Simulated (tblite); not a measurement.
HfO$_{2}$, charge -1, doublet, at a GFN2-xTB geometry (such geometries of metal compounds can be far from the true shape) (the multiplicity is a formal guess); GFN1-xTB in tblite.

tblite was given this input:
```
$ tblite run mol.xyz --method gfn1 --charge -1 --spin 1 --guess eeq --json tblite.json --no-restart

# file mol.xyz
3

Hf     0.07930449    -0.00091257     0.09359019
O      0.87529993     0.28197236    -1.46253691
O     -1.58904031    -0.27375928     0.62022524
```

Q: Predict the main parts of the log of this tblite run.

A: 
```
xTB calculator
 | screened Coulomb repulsion
 | Coulomb electrostatics
 |  * isotropic Klopman-Ohno-Mataga-Nishimoto electrostatics
 |  * onsite third-order electrostatics
 | DFT-D3(BJ) dispersion correction

halogen bonding energy    0.0000000000000E+00 Eh
repulsion energy          5.6905561162464E-02 Eh
dispersion energy        -5.0707599791276E-04 Eh
number of electrons       1.7000000000000E+01 e
integral cutoff           3.5545256755052E+01 bohr

------------------------------------------------------------
  cycle        total energy    energy error   density error
------------------------------------------------------------
      1     -10.21281726630  -1.0269216E+01   9.0975860E-01
      2     -10.31944568634  -1.0662842E-01   7.8909321E-01
      3     -10.62279394348  -3.0334826E-01   4.5952374E-01
      4     -9.914689964007   7.0810398E-01   2.0074464E+00
      5     -10.69504135980  -7.8035140E-01   5.3824530E-02
      6     -10.67198940712   2.3051953E-02   1.6651236E-01
      7     -10.68413278476  -1.2143378E-02   1.2067878E-01
      8     -10.68640846004  -2.2756753E-03   1.0811354E-01
      9     -10.69185219243  -5.4437324E-03   6.9619970E-02
     10     -10.69435525795  -2.5030655E-03   3.9352574E-02
     11     -10.69533293028  -9.7767233E-04   1.3312810E-02
     12     -10.69544525088  -1.1232060E-04   1.3266856E-03
     13     -10.69544591125  -6.6037629E-07   2.2659699E-04
     14     -10.69544595045  -3.9193585E-08   4.4443759E-06
------------------------------------------------------------

electronic energy        -1.0751844435612E+01 Eh
total energy             -1.0695445950448E+01 Eh

Post processing:
 | Mayer-Wiberg bond orders

[Info] JSON dump of results written to 'tblite.json'
```
